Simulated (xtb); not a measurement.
CH₇ClN₂Si, SMILES NC[Si@H](Cl)N. All values are semi-empirical tight-binding results from xtb (GFN2-xTB unless named), good for trends rather than for accurate numbers. Coordinates come from a GFN2-xTB optimisation. The structure was generated by enumeration; whether it is a known compound was not checked. One conformer was computed; it need not be the lowest.

Optimised geometry:

Bonded distances (Å): N1–C2 1.464, N1–H6 1.014, N1–H7 1.014, C2–Si3 1.913, C2–H8 1.093, C2–H9 1.093, Si3–N4 1.720, Si3–Cl5 2.019, Si3–H10 1.469, N4–H11 1.007, N4–H12 1.006. Bond angles (°): C2–N1–H6 110.1, C2–N1–H7 109.8, H6–N1–H7 107.5, N1–C2–Si3 115.2, N1–C2–H8 106.7, N1–C2–H9 106.8, Si3–C2–H8 110.5, Si3–C2–H9 110.8, H8–C2–H9 106.4, C2–Si3–N4 107.4, C2–Si3–Cl5 111.7, C2–Si3–H10 109.7, N4–Si3–Cl5 105.5, N4–Si3–H10 115.2, Cl5–Si3–H10 107.4, Si3–N4–H11 119.8, Si3–N4–H12 121.1, H11–N4–H12 110.4.
Charge 0, spin multiplicity 1.

| Property | Value |
|---|---|
| orbital gap | 5.00 eV |
| dipole moment | 3.40 D |
| zero-point energy | 55.7 kcal/mol |
| G − E(el) at 298.15 K (modified RRHO) | 35.2 kcal/mol |
| static polarisability (D4 model) | 74.7 bohr³ |
| solvation energy, GFN2-xTB/ALPB(water) | -6.1 kcal/mol |
| solvation energy, GFN2-xTB/ALPB(chcl3) | -6.4 kcal/mol |

Computed atomic charges and the Wiberg bond orders between heavy atoms:
charges (e) N1 -0.35, C2 -0.08, Si3 0.51, N4 -0.39, Cl5 -0.28, H6 0.13, H7 0.13, H8 0.03, H9 0.04, H10 -0.06, H11 0.17, H12 0.16. Bond orders N1–C2 1.03, C2–Si3 0.86, Si3–N4 1.18, Si3–Cl5 1.03.
